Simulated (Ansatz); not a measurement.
Computed with Ansatz (an electronic-structure program) with frozen-core CCSD(T)/cc-pVDZ // B3LYP-D3(BJ)/def2-SVP. The restricted HF reference is unstable towards unrestricted orbitals.

Ansatz 0.2 input:
```yaml
crystal:
  periodic: [false, false, false]
  atoms:
    - { symbol: C, position_ang: [-4.074268, -0.5466, 0.753263] }
    - { symbol: C, position_ang: [-2.655598, -0.204207, 0.426297] }
    - { symbol: C, position_ang: [-1.514962, -0.818604, 0.854506] }
    - { symbol: C, position_ang: [-0.307064, -0.223959, 0.340258] }
    - { symbol: C, position_ang: [1.034839, -0.585445, 0.563465] }
    - { symbol: C, position_ang: [2.077074, 0.128811, -0.036638] }
    - { symbol: Si, position_ang: [3.867803, -0.358065, 0.258304] }
    - { symbol: C, position_ang: [1.760266, 1.226885, -0.875782] }
    - { symbol: C, position_ang: [0.444806, 1.609317, -1.116272] }
    - { symbol: C, position_ang: [-0.583772, 0.881091, -0.506446] }
    - { symbol: S, position_ang: [-2.306964, 1.153459, -0.643706] }
    - { symbol: H, position_ang: [-4.590309, 0.293021, 1.247895] }
    - { symbol: H, position_ang: [-4.107541, -1.413715, 1.428446] }
    - { symbol: H, position_ang: [-4.650461, -0.795716, -0.153304] }
    - { symbol: H, position_ang: [-1.523253, -1.680251, 1.524333] }
    - { symbol: H, position_ang: [1.250842, -1.436164, 1.215907] }
    - { symbol: H, position_ang: [4.535593, -0.755949, -1.017518] }
    - { symbol: H, position_ang: [3.912668, -1.508268, 1.207301] }
    - { symbol: H, position_ang: [4.645037, 0.780314, 0.834029] }
    - { symbol: H, position_ang: [2.56461, 1.795688, -1.351375] }
    - { symbol: H, position_ang: [0.220665, 2.458364, -1.765614] }
basis:
  gaussian: { orbitals: cc-pVDZ }
correlation:
  method: ccsd_t
```

Output:

```
Functional definition: HF
1994 factors; integrals over basis functions are off by at most 1.1e-3 eV
mean field evaluation 1: about -28106.7727 eV, gradient 3.9e1 eV
mean field evaluation 2: about -28107.2561 eV, gradient 3.9e1 eV
mean field evaluation 4: about -28112.5827 eV, gradient 6.9e0 eV
mean field evaluation 8: about -28112.7488 eV, gradient 4.3e-1 eV
mean field evaluation 16: about -28106.7701 eV, gradient 3.9e1 eV
mean field -28112.75048773 eV, -1033.1245249173 hartree, gradient 1.4e-6 eV, S^2 0.000000; 0 other end points of the search recorded, 0 dependent functions left out; unrestricted orbitals would lower it
19 core orbitals not correlated
reference -28112.75048773 eV, -1033.1245249173 hartree; 28, 28 occupied and 165, 165 virtual orbitals, 1994 factors
second order -38.66789941 eV of doubles, -0.00000000 eV of singles
cycle   1  -39.12821089 eV  change   -4.6e-1 eV  update   1.7e-1
cycle   2  -40.35530072 eV  change    -1.2e0 eV  update   5.3e-2
cycle   3  -40.63109943 eV  change   -2.8e-1 eV  update   2.4e-2
cycle   4  -40.63024612 eV  change    8.5e-4 eV  update   6.9e-3
cycle   5  -40.63177875 eV  change   -1.5e-3 eV  update   3.6e-3
cycle   6  -40.63283205 eV  change   -1.1e-3 eV  update   1.1e-3
cycle   7  -40.63212521 eV  change    7.1e-4 eV  update   5.5e-4
cycle   8  -40.63206540 eV  change    6.0e-5 eV  update   2.5e-4
cycle   9  -40.63211398 eV  change   -4.9e-5 eV  update   1.1e-4
cycle  10  -40.63205736 eV  change    5.7e-5 eV  update   4.0e-5
perturbative correction -1.83706209 eV, -0.0675107865 hartree
Total energy: -28155.21960717 eV, -1034.6852362703 hartree
```

Cost: about 19 core-minutes (a rough figure).
